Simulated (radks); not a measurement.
Results of a calculation; reference values are marked as such.
Removal energies from the sulfur ion S11+, [He] 2s2 2p1, by Delta-SCF beside the eigenvalue of the level emptied. Level of theory: non-relativistic Kohn-Sham, PBE, spin-polarised, spherical densities, point nucleus (a radial shooting solver on a logarithmic mesh with Libxc functionals). Open shells are filled with parallel spins first.

removed from	final configuration	Delta-SCF (eV)	-eigenvalue (eV)
2p	[He] 2s2	563.29	534.36
2s	[He] 2s1 2p1	585.66	563.73
1s	1s1 2s2 2p1	2959.8	2867.8
